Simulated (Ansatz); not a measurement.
Process, species as SMILES: P#N (N-P) + H+ → [NH+]#P
B3LYP-D3(BJ)/def2-TZVP geometries, fixed; electronic energies without zero-point terms; positive where energy is released.
Largest species:
```
N
H 1 1.0147
P 1 1.4549 2 180.00
```
Charge +1, spin multiplicity 1.

Basis-set convergence of the proton affinity at B2PLYP with Ansatz (a program for electronic structure). Cartesian d functions, on some or all atoms, in 6-31G*, 6-31G**; all else is spherical. Cores are frozen. The proton sits at the site shown, which need not be the one that binds it best. No added dispersion term, no relativity. Functions are those of the species that has most. Reference: the value in pcseg-4, 195.37 kcal/mol, itself unsure by roughly 0.16 kcal/mol (its mean distance from aug-pcseg-3, aug-cc-pV(Q+d)Z, cc-pV(5+d)Z). Deviations are taken from unrounded values.

| basis | functions | proton affinity (kcal/mol) | minus reference (kcal/mol) |
|---|---|---|---|
| STO-3G | 15 | 242.58 | 47.22 |
| 3-21G | 24 | 195.88 | 0.51 |
| 6-31G | 24 | 192.99 | -2.37 |
| pcseg-0 | 24 | 191.65 | -3.72 |
| def2-SV(P) | 34 | 192.41 | -2.95 |
| 6-31G* | 36 | 192.79 | -2.58 |
| def2-SVP | 37 | 196.95 | 1.59 |
| pcseg-1 | 37 | 192.82 | -2.55 |
| 6-31G** | 39 | 196.04 | 0.67 |
| cc-pV(D+d)Z | 42 | 195.93 | 0.56 |
| def2-SVPD | 52 | 194.95 | -0.42 |
| aug-pcseg-1 | 59 | 190.51 | -4.86 |
| 6-311++G(2d,2p) | 72 | 193.99 | -1.38 |
| def2-TZVP | 74 | 194.99 | -0.38 |
| 6-311++G(3df,3pd) | 104 | 195.23 | -0.14 |
| cc-pV(Q+d)Z | 149 | 195.48 | 0.12 |
| def2-QZVPPD | 172 | 195.19 | -0.17 |
| aug-cc-pV(Q+d)Z | 215 | 195.08 | -0.29 |

The smallest set listed that lies within 2 kcal/mol of the reference with all its larger relatives (same family, alike in diffuse functions; a set with none counts only in the reference's own line) is def2-SVP (37 functions, 1.59 kcal/mol off). Inside the window by cancellation, since a larger relative falls out: 3-21G. Inside, with no larger relative to test it: aug-cc-pV(Q+d)Z. (Relatives not listed, tested too: 6-311G** 1.30, cc-pV(T+d)Z 0.65, def2-TZVPP 0.49, def2-TZVPD -1.03, def2-TZVPPD -0.20, def2-QZVP 0.00, def2-QZVPP 0.00, cc-pV(5+d)Z -0.12 kcal/mol.)
